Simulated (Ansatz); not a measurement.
H3Ga (SMILES [GaH3]), singlet, geometry from GFN2-xTB (such geometries of metal compounds can be far from the true shape); SVWN5/cc-pVDZ (Ansatz, a program for electronic structure).

Here is a job for Ansatz.
Ansatz 0.2 input:
```yaml
crystal:
  periodic: [false, false, false]
  atoms:
    - {symbol: Ga, position_ang: [0.00000000, -0.00000000, 0.00000000]}
    - {symbol: H, position_ang: [0.66218224, -0.42756453, 1.35383279]}
    - {symbol: H, position_ang: [-0.30059287, 1.51137788, -0.28202977]}
    - {symbol: H, position_ang: [-0.36158937, -1.08381336, -1.07180302]}
basis:
  gaussian:
    orbitals: cc-pVDZ
hamiltonian:
  xc: {name: SVWN5}
magnetization: {spin_polarized: true}
```

Q: What does Ansatz print? Leave out banner, timings and long lists.

A: 
```
Functional definition: SVWN5
450 factors; integrals over basis functions are off by at most 9.5e-4 eV
mean field evaluation 1: about -52340.8717 eV, gradient 1.1e1 eV
mean field evaluation 2: about -52341.4226 eV, gradient 7.2e0 eV
mean field evaluation 4: about -52341.7143 eV, gradient 5.1e-2 eV
mean field evaluation 8: about -52341.7123 eV, gradient 6.7e-4 eV
mean field -52341.71232819 eV, -1923.5224495740 hartree, gradient 4.5e-6 eV, S^2 0.000000; 0 other end points of the search recorded, 0 dependent functions left out
reference -52341.71236214 eV, -1923.5224508218 hartree; 17, 17 occupied and 25, 25 virtual orbitals, 450 factors
Total energy: -52341.71236214 eV, -1923.5224508218 hartree
```
